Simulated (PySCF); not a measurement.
**Electron correlation in Ar⁺ (argon, charge +1)**

[Ne] 3s2 3p4 3d1, one real determinant (an excited configuration). All numbers are calculated (PySCF 2.14, scalar relativity by spin-free X2C-1e, in dyall-av3z (19s12p3d2f, 84 functions)). Frozen: [Ne]; 7 electrons correlated; the 23 highest virtual orbitals of each spin left out.

| level | correlation energy (mhartree) |
| --- | --- |
| CCSD | -168.95 |
| (T) | -6.76 |
| CCSD(T) | -175.71 |

Diagnostics: T1 = 0.0075, D1 = 0.0243, largest double amplitude 0.121.

The real determinant used has ⟨L²⟩ near 8 against 12 for a pure F term, so it mixes terms. The outer electron is Rydberg-like, and this basis confines it to a smaller radius and binds it less than a complete one would.

Cost of the coupled-cluster step: roughly 12 core-seconds, for 7 correlated electrons.

The reference is one real determinant that mixes LS terms of this configuration.
